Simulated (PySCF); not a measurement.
Question: What does the PBE0-D3(BJ)/def2-SVP structure of `[CH+]=[C]B(Cl)Cl` [radical] look like in three dimensions? (Charge +1 and doublet state.)

Answer: 
```xyz
6
C2HBCl2 angstrom
C      1.622   -0.173    0.166
C      0.377   -0.189    0.063
B     -1.129   -0.025   -0.098
Cl    -1.167    1.705   -0.425
Cl    -2.400   -1.123   -0.010
H      2.704   -0.191    0.261
```

Orientation and origin are arbitrary. Atoms count from 1 in this order. The B–Cl distances run from 1.681 Å (B3–Cl5, drawn single) to 1.762 Å (B3–Cl4, drawn single), a spread of 0.081 Å. B3 (boron bonded to C and 2 Cl) is planar (angles 132.2°, 129.4° and 98.4°, sum 360.0°, 0.00 Å off the plane of its three neighbours). The 5 heavy atoms lie in one plane (0.002 Å rms).

Bonds between heavy atoms (Å): C1=C2 1.249, C2–B3 1.524, B3–Cl4 1.762, B3–Cl5 1.681.

Method: PySCF 2.14.0, PBE0-D3(BJ)/def2-SVP geometry optimisation, gas phase.

Point group: Cs (tolerance 0.08 Å). Not checked by PBE0-D3(BJ)/def2-SVP frequencies. ⟨S²⟩ = 0.758 (exact for a doublet: 0.75).

Time: 30 s of wall time. Hardware: one thread of an Arm Neoverse V1 (shared host). These figures are those of the optimisation.
